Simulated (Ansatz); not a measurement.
CH5Si (SMILES [CH2][SiH3]) moved off its minimum; all values from Ansatz (an electronic-structure program), cores frozen in correlated methods. Open shells are unrestricted.
(charge 0, multiplicity 2)
```xyz
7

C      1.3058    -0.1429    -0.0466
Si    -0.6028     0.0105     0.0374
H      1.8993     0.7148    -0.1290
H      1.7402    -1.1671     0.1219
H     -1.1279    -0.4295     1.2321
H     -1.0445     1.4658    -0.2439
H     -1.1613    -0.6824    -1.1555
```

Problem. Give the forces (eV/Å), the total energy and the dipole at CCSD(T)/cc-pV(T+d)Z.

Solution. 
```json
[
 {"atom": "C1", "Fx": "-2.024", "Fy": "-2.134", "Fz": "0.647"},
 {"atom": "Si2", "Fx": "1.570", "Fy": "1.873", "Fz": "-2.938"},
 {"atom": "H3", "Fx": "1.145", "Fy": "0.884", "Fz": "-0.138"},
 {"atom": "H4", "Fx": "-0.095", "Fy": "1.344", "Fz": "-0.272"},
 {"atom": "H5", "Fx": "-0.913", "Fy": "-0.846", "Fz": "1.970"},
 {"atom": "H6", "Fx": "0.396", "Fy": "-0.812", "Fz": "0.456"},
 {"atom": "H7", "Fx": "-0.080", "Fy": "-0.308", "Fz": "0.275"}
]
```
Energy -330.0112 hartree, dipole 0.71 D.
